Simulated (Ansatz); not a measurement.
Steps of a relaxation of CH$_{6}$AlNSi (`[SiH3][N]1[CH2][AlH]1`) with RKS PBE0-D4/def2-TZVP.

```sh
$ ansatz run in.yaml --threads 2 --pin off --events-out ev --progress --plain --max-ram 4352MiB
```

```yaml
crystal:
  periodic: [false, false, false]
  atoms:
    - {symbol: Si, position_ang: [-1.080328, 1.064418, -0.448236]}
    - {symbol: N, position_ang: [0.296624, 0.043938, -0.142110]}
    - {symbol: C, position_ang: [0.302306, -1.163312, 0.798994]}
    - {symbol: Al, position_ang: [1.916485, -0.676747, -0.149758]}
    - {symbol: H, position_ang: [-2.233009, 0.291308, -1.047423]}
    - {symbol: H, position_ang: [-1.597193, 1.701031, 0.821695]}
    - {symbol: H, position_ang: [-0.667886, 2.147653, -1.408795]}
    - {symbol: H, position_ang: [0.137847, -0.921413, 1.870946]}
    - {symbol: H, position_ang: [-0.352756, -2.004823, 0.486512]}
    - {symbol: H, position_ang: [3.361110, -0.533252, -0.778926]}
basis:
  gaussian: {orbitals: def2-TZVP}
hamiltonian: {xc: pbe0, dispersion: d4}
relax: {f_tol: 0.005, max_steps: 150}
```

Positions (Å) and forces (eV/Å) along the path, 7 of 7 steps:

```xyz
10
step=1 energy=-17090.4579 eV
Si   -1.080    1.064   -0.448    0.390   -0.324    0.113
N     0.297    0.044   -0.142   -0.103    0.112   -0.046
C     0.302   -1.163    0.799   -0.049   -0.123    0.118
Al    1.916   -0.677   -0.150   -0.804    0.194    0.118
H    -2.233    0.291   -1.047    0.261    0.156    0.131
H    -1.597    1.701    0.822    0.124   -0.141   -0.272
H    -0.668    2.148   -1.409   -0.080   -0.229    0.202
H     0.138   -0.921    1.871    0.083   -0.095   -0.596
H    -0.353   -2.005    0.487    0.350    0.486    0.138
H     3.361   -0.533   -0.779   -0.171   -0.036    0.095
10
step=2 energy=-17090.5042 eV
Si   -1.074    1.055   -0.443    0.324   -0.240    0.071
N     0.293    0.048   -0.144   -0.009    0.116   -0.084
C     0.302   -1.156    0.793    0.025   -0.037    0.022
Al    1.900   -0.670   -0.152   -0.513    0.120    0.085
H    -2.212    0.284   -1.036    0.051    0.039    0.034
H    -1.581    1.685    0.817    0.019   -0.032   -0.062
H    -0.666    2.128   -1.395   -0.033   -0.044    0.043
H     0.133   -0.910    1.849    0.040   -0.035   -0.173
H    -0.351   -1.980    0.480    0.116    0.134    0.039
H     3.338   -0.535   -0.767   -0.020   -0.021    0.025
10
step=3 energy=-17090.5149 eV
Si   -1.064    1.049   -0.442   -0.007   -0.019    0.017
N     0.292    0.054   -0.147   -0.001    0.052   -0.038
C     0.300   -1.150    0.788    0.060   -0.070    0.031
Al    1.881   -0.661   -0.152    0.000    0.002   -0.002
H    -2.201    0.280   -1.026   -0.011   -0.008   -0.011
H    -1.572    1.675    0.814   -0.003    0.013    0.013
H    -0.669    2.123   -1.392   -0.002    0.011   -0.008
H     0.138   -0.908    1.840   -0.020    0.024    0.008
H    -0.345   -1.972    0.475   -0.028    0.005   -0.015
H     3.323   -0.542   -0.755    0.011   -0.009    0.004
10
step=4 energy=-17090.5153 eV
Si   -1.064    1.047   -0.440   -0.006    0.004    0.000
N     0.294    0.055   -0.148    0.019    0.055   -0.048
C     0.303   -1.151    0.788   -0.005   -0.036    0.029
Al    1.883   -0.661   -0.153   -0.004    0.002    0.000
H    -2.201    0.276   -1.025   -0.002   -0.005    0.004
H    -1.571    1.675    0.816   -0.002   -0.002    0.004
H    -0.673    2.122   -1.391   -0.003    0.005   -0.004
H     0.133   -0.903    1.837    0.001   -0.005    0.009
H    -0.349   -1.967    0.472   -0.001   -0.010    0.001
H     3.327   -0.546   -0.753    0.003   -0.008    0.005
10
step=5 energy=-17090.5156 eV
Si   -1.064    1.049   -0.440   -0.020   -0.005    0.011
N     0.302    0.066   -0.158    0.030   -0.076    0.049
C     0.303   -1.148    0.783    0.049    0.096   -0.092
Al    1.887   -0.660   -0.153   -0.046   -0.011    0.025
H    -2.199    0.265   -1.012    0.000    0.001   -0.007
H    -1.566    1.669    0.822    0.003    0.007    0.000
H    -0.693    2.128   -1.395   -0.002   -0.001    0.001
H     0.128   -0.898    1.830   -0.004    0.010    0.029
H    -0.353   -1.959    0.463   -0.018   -0.022   -0.013
H     3.338   -0.564   -0.739    0.009    0.000   -0.003
10
step=6 energy=-17090.5159 eV
Si   -1.065    1.047   -0.438    0.017    0.002   -0.006
N     0.305    0.066   -0.158   -0.045    0.012    0.001
C     0.302   -1.145    0.779    0.004   -0.002    0.005
Al    1.888   -0.660   -0.152    0.022   -0.013    0.003
H    -2.201    0.263   -1.007    0.006   -0.004    0.005
H    -1.563    1.673    0.823    0.002   -0.005    0.000
H    -0.697    2.124   -1.396   -0.003    0.004   -0.001
H     0.127   -0.898    1.828    0.000    0.001   -0.002
H    -0.353   -1.957    0.458   -0.002    0.003   -0.003
H     3.341   -0.566   -0.734   -0.001    0.003   -0.001
10
step=7 energy=-17090.5160 eV
Si   -1.064    1.048   -0.438    0.002   -0.002    0.001
N     0.304    0.066   -0.158    0.000    0.000    0.000
C     0.302   -1.145    0.779   -0.005    0.000    0.001
Al    1.888   -0.661   -0.151    0.004    0.002   -0.002
H    -2.199    0.261   -1.006   -0.001   -0.001    0.001
H    -1.561    1.673    0.823    0.000    0.000    0.000
H    -0.699    2.126   -1.397    0.001    0.000    0.000
H     0.126   -0.897    1.827    0.000    0.001    0.000
H    -0.354   -1.956    0.457    0.000    0.000   -0.001
H     3.341   -0.565   -0.734   -0.001    0.000    0.000
```

It took 39 s on 2 threads of an Arm Neoverse V1 on a shared host, with 0.39 GiB of host memory at the peak.
